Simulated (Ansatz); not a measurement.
Steps of a relaxation of C$_{2}$H$_{6}$ClSi, SMILES `CC[SiH]Cl` radical with UKS PBE-D4/def2-SVP.

```sh
$ ansatz run in.yaml --threads 4 --pin off --events-out ev --progress --plain --max-ram 10444MiB
```

```yaml
crystal:
  periodic: [false, false, false]
  atoms:
    - {symbol: C, position_ang: [-1.040600, 0.546100, 0.463200]}
    - {symbol: C, position_ang: [0.341000, 0.073800, 0.453000]}
    - {symbol: Si, position_ang: [1.047100, -0.294600, -1.233900]}
    - {symbol: Cl, position_ang: [0.168500, -1.885200, -2.047100]}
    - {symbol: H, position_ang: [-1.177600, 1.513800, -0.138300]}
    - {symbol: H, position_ang: [-1.418200, 0.809400, 1.474700]}
    - {symbol: H, position_ang: [-1.751400, -0.139200, 0.021200]}
    - {symbol: H, position_ang: [1.016500, 0.839100, 0.942400]}
    - {symbol: H, position_ang: [0.396200, -0.810800, 1.113400]}
    - {symbol: H, position_ang: [2.501600, -0.703500, -1.045600]}
basis:
  gaussian: {orbitals: def2-SVP}
magnetization: {spin_polarized: true, initial_magnetization: 1}
hamiltonian: {xc: pbe, dispersion: d4}
relax: {f_tol: 0.03, max_steps: 200}
```

Positions (Å) and forces (eV/Å) along the path, 9 of 9 steps:

```xyz
10
step=1 energy=-22551.8968 eV
C    -1.041    0.546    0.463   -1.905    2.658   -0.267
C     0.341    0.074    0.453    1.540    0.183    0.887
Si    1.047   -0.295   -1.234    1.668    1.162    0.644
Cl    0.169   -1.885   -2.047   -1.133   -1.670   -0.944
H    -1.178    1.514   -0.138    0.185   -0.777    0.452
H    -1.418    0.809    1.475    0.035   -0.162    0.052
H    -1.751   -0.139    0.021   -0.550   -0.781   -0.320
H     1.016    0.839    0.942   -0.176   -0.381   -0.342
H     0.396   -0.811    1.113    0.376   -0.426   -0.042
H     2.502   -0.704   -1.046   -0.041    0.196   -0.120
10
step=2 energy=-22552.1573 eV
C    -1.077    0.583    0.464   -0.838    0.903   -0.182
C     0.342    0.086    0.471    0.660   -0.104    0.414
Si    1.112   -0.340   -1.196    0.137    0.193   -0.322
Cl    0.088   -1.939   -2.092    0.071   -0.013    0.086
H    -1.200    1.535   -0.122    0.155   -0.337    0.173
H    -1.460    0.810    1.483    0.106   -0.086    0.003
H    -1.782   -0.134    0.013   -0.060   -0.256   -0.093
H     1.033    0.833    0.938   -0.086   -0.100   -0.115
H     0.433   -0.824    1.107    0.036   -0.076    0.007
H     2.593   -0.661   -1.063   -0.181   -0.124    0.029
10
step=3 energy=-22552.1886 eV
C    -1.089    0.593    0.460   -0.317    0.121    0.001
C     0.351    0.092    0.480    0.180   -0.021    0.118
Si    1.110   -0.300   -1.209    0.046   -0.146   -0.117
Cl    0.096   -1.935   -2.065    0.032    0.088    0.040
H    -1.196    1.535   -0.120    0.057   -0.038    0.016
H    -1.470    0.799    1.483    0.039   -0.032   -0.012
H    -1.777   -0.145   -0.003    0.074   -0.022    0.009
H     1.040    0.836    0.941   -0.041    0.025    0.009
H     0.452   -0.831    1.098   -0.018    0.022   -0.062
H     2.567   -0.695   -1.061   -0.053    0.002   -0.004
10
step=4 energy=-22552.1927 eV
C    -1.094    0.594    0.459   -0.060   -0.057    0.004
C     0.357    0.103    0.483    0.027    0.010    0.017
Si    1.113   -0.302   -1.211    0.023   -0.052   -0.038
Cl    0.086   -1.928   -2.060    0.001    0.051    0.029
H    -1.195    1.538   -0.114    0.002    0.020   -0.011
H    -1.477    0.783    1.483    0.012   -0.010   -0.009
H    -1.763   -0.153   -0.015    0.032    0.021    0.013
H     1.036    0.852    0.948   -0.013    0.010    0.002
H     0.459   -0.825    1.092   -0.009    0.009   -0.009
H     2.562   -0.713   -1.062   -0.014   -0.003    0.001
10
step=5 energy=-22552.1942 eV
C    -1.094    0.590    0.455    0.061   -0.060    0.001
C     0.363    0.111    0.483   -0.030    0.028   -0.023
Si    1.120   -0.301   -1.211   -0.006    0.006    0.020
Cl    0.062   -1.910   -2.047   -0.006    0.008   -0.003
H    -1.198    1.538   -0.110   -0.018    0.014   -0.006
H    -1.482    0.765    1.480   -0.007    0.001   -0.003
H    -1.751   -0.162   -0.030    0.002    0.013    0.002
H     1.033    0.866    0.950   -0.004    0.004    0.005
H     0.468   -0.816    1.092    0.005    0.001    0.009
H     2.563   -0.731   -1.059    0.003   -0.016   -0.002
10
step=6 energy=-22552.1955 eV
C    -1.093    0.582    0.451    0.093   -0.024    0.002
C     0.371    0.123    0.486   -0.057    0.010   -0.033
Si    1.128   -0.301   -1.205    0.006    0.032    0.022
Cl    0.034   -1.880   -2.050   -0.012   -0.005   -0.006
H    -1.206    1.532   -0.109   -0.018   -0.004    0.001
H    -1.489    0.744    1.474   -0.013    0.005   -0.001
H    -1.734   -0.176   -0.043   -0.014    0.002   -0.004
H     1.029    0.891    0.952    0.004   -0.006   -0.004
H     0.484   -0.799    1.100    0.011    0.002    0.018
H     2.559   -0.767   -1.054    0.001   -0.011    0.004
10
step=7 energy=-22552.1964 eV
C    -1.090    0.569    0.447    0.028    0.004    0.003
C     0.380    0.135    0.489   -0.031    0.004   -0.003
Si    1.141   -0.296   -1.199    0.003   -0.009    0.008
Cl   -0.004   -1.833   -2.060    0.021    0.010   -0.002
H    -1.219    1.517   -0.116   -0.002   -0.012    0.002
H    -1.494    0.729    1.467    0.000    0.002   -0.001
H    -1.718   -0.199   -0.048   -0.002    0.001    0.002
H     1.025    0.917    0.947    0.002   -0.006   -0.003
H     0.507   -0.779    1.114    0.005    0.010   -0.001
H     2.556   -0.811   -1.037   -0.024   -0.004   -0.005
10
step=8 energy=-22552.1957 eV rejected
C    -1.092    0.570    0.450    0.019   -0.034   -0.003
C     0.377    0.136    0.490    0.009    0.003    0.011
Si    1.144   -0.295   -1.191   -0.077    0.021   -0.095
Cl    0.008   -1.824   -2.073   -0.023   -0.005   -0.007
H    -1.224    1.510   -0.121    0.003    0.032   -0.015
H    -1.496    0.737    1.469    0.005   -0.001    0.008
H    -1.719   -0.203   -0.039   -0.011   -0.009    0.005
H     1.027    0.916    0.943    0.001    0.038    0.021
H     0.512   -0.774    1.117   -0.019   -0.032    0.033
H     2.547   -0.825   -1.040    0.092   -0.014    0.043
10
step=9 energy=-22552.1966 eV
C    -1.090    0.569    0.448    0.000    0.002    0.003
C     0.379    0.135    0.489   -0.007    0.001   -0.001
Si    1.140   -0.295   -1.198    0.006   -0.009    0.003
Cl    0.001   -1.831   -2.068    0.001    0.005   -0.003
H    -1.220    1.514   -0.118   -0.002   -0.001   -0.001
H    -1.493    0.732    1.468   -0.001    0.002    0.001
H    -1.719   -0.200   -0.044   -0.002   -0.001    0.003
H     1.025    0.917    0.945    0.001    0.000   -0.002
H     0.508   -0.777    1.116    0.002    0.000   -0.001
H     2.552   -0.815   -1.034    0.001    0.000   -0.002
```

Run time 16 s (4 threads of an Arm Neoverse V2 on a shared host); peak host memory 0.16 GiB.
